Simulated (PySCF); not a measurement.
C2H6O4Si.
Structure used (GFN2-xTB), in Å, numbered top down from 1:
```
atom  x, y, z in Å
O1     1.3543    0.3363   -1.3673
C2     1.6167   -0.0724   -0.2729
O3     2.8291   -0.5252    0.0687
C4     0.6525   -0.1622    0.8950
O5    -0.5621    0.4333    0.6358
Si6   -1.7526   -0.0889   -0.3596
O7    -2.9078    1.0279   -0.1879
H8     3.4367   -0.4668   -0.6872
H9     1.1114    0.3378    1.7562
H10    0.5377   -1.2272    1.1403
H11   -1.3152   -0.2147   -1.7421
H12   -2.3353   -1.3205    0.1648
H13   -2.6699    1.9433   -0.0613
```

Method used: PySCF 2.14.0, density-fitted response routines, TDDFT PBE0/def2-SVPD, vertical, gas phase, core orbitals frozen in the response.

Frontier orbitals with the atoms that hold most of them (Löwdin shares over 4%, at most four atoms; ? is withheld):

| orbital | ε (eV) | atoms |
| --- | --- | --- |
| HOMO-3 | -9.55 | O5 45%, O7 14%, O1 12%, C4 8% |
| HOMO-2 | -9.21 | O5 42%, O7 21%, C4 10%, Si6 7% |
| HOMO-1 | -8.84 | O1 34%, O7 18%, Si6 11%, H12 8% |
| HOMO | ? | ? |
| LUMO | -0.23 | ? |
| LUMO+1 | 0.14 | O3 19%, C2 15%, H8 10%, C4 10% |
| LUMO+2 | 0.40 | Si6 24%, O7 20%, H13 12%, O5 10% |

(1) Which atoms hold the HOMO, and with what shares?

(2) Which atoms hold the LUMO, and with what shares?

(3) What is the HOMO energy, and the HOMO–LUMO gap?

Results:

(1) O1 (bonded to C) 24%; O5 (bonded to C and Si) 17%; Si6 (bonded to 2 O and 2 H) 14%; H11 (bonded to Si) 11%. By element: oxygen 41% or more, silicon 14%, hydrogen 11% or more.

(2) C2 (bonded to C and 2 O) 38%; O1 (bonded to C) 29%; O3 (bonded to C and H) 12%; C4 (bonded to C, O and 2 H) 9%. By element: carbon 47%, oxygen 42% or more.

(3) ε(HOMO) = -8.12 eV; the gap is 7.88 eV (0.2897 hartree).

Task: How does S1 compare with the orbital gap of 7.88 eV?

Result: S1 is at 5.88 eV (f = 0.0005), 2.00 eV below the gap, made of HOMO→LUMO (67%), HOMO-1→LUMO (28%). Without the coupling terms of the response equations the lowest excitation would equal the gap.

Task: Give energy, strength and leading configuration of S2 and S6, and follow the Löwdin shares of the leading atoms from the occupied to the empty orbital.

Result: 
- S2 (7.04 eV, f 0.014), HOMO→LUMO+1 (78%): O1 24% → at most 10%, O5 17% → at most 10%, O3 at most 11% → 19%, C2 at most 11% → 15%
- S6 (7.81 eV, f 0.0084), HOMO-2→LUMO (83%): O5 42% → at most 10%, O7 21% → at most 10%, C2 at most 8% → 38%, O1 at most 8% → 29%

Löwdin shares depend on the basis, the more so with diffuse functions.

One conformer stands for the species.
